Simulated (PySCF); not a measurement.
Spinor energies of Er⁵⁸⁺ (erbium, charge +58)

Start: [Ne]. Calculated with PySCF 2.14 in an uncontracted even-tempered set (17 s from 9.6 bohr⁻², ratio 2.6; 13 p from 12 bohr⁻², ratio 2.6; 6 d from 13 bohr⁻², ratio 2.8; 3 f from 280 bohr⁻², ratio 2.8): generalised Hartree-Fock with the X2C-1e Hamiltonian and a Gaussian nucleus; spin-orbit coupling (SO) screened by Boettger's factors.

```csv
spinor shell,electrons,"ε, screened SO (eV)",weight of nominal j (screened SO),"rms radius, screened SO (bohr)"
1s1/2,2,-62565.1,1.000,0.0231
2s1/2,2,-14307.7,1.000,0.0917
2p1/2,2,-13888.9,1.000,0.0781
2p3/2,4,-12933.8,1.000,0.0845
```

| quantity | screened SO |
| --- | --- |
| E (hartree) | -9183.61684 |
| M_J | 0 |
| ⟨J²⟩ | 0.000 |
| ⟨L²⟩ | 0.023 |
| ⟨S²⟩ | 0.023 |

Breit and QED terms are absent; they matter most for the inner s and p1/2 levels.

Densities and radii are taken from the X2C orbitals without a picture-change correction, which distorts them close to the nucleus.
